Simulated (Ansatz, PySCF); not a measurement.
The Ansatz (a quantum-chemistry and plane-wave program) input:
Ansatz 0.2 input:
```yaml
crystal:
  periodic: [false, false, false]
  atoms:
    - {symbol: Mg, position_ang: [0.00000000, 0.00000000, 0.00000000]}
basis:
  gaussian:
    orbitals: cc-pVDZ
hamiltonian:
  xc: cam_b3lyp
accuracy: high
```

**Question.** Write the same job for PySCF.

**Answer.** This is not unique; one that fits is 
```python
from pyscf import gto, scf, dft

mol = gto.M(
    atom='''
Mg    0.00000000    0.00000000    0.00000000
''',
    basis='cc-pvdz',
    verbose=3,
)

mf = dft.RKS(mol)
mf.xc = 'camb3lyp'
mf.grids.atom_grid = (99, 590)
mf.grids.prune = None
mf.kernel()
```

Both were run: Ansatz gave -200.067950 Eh and PySCF -200.067950 Eh, 0.000 mEh apart.
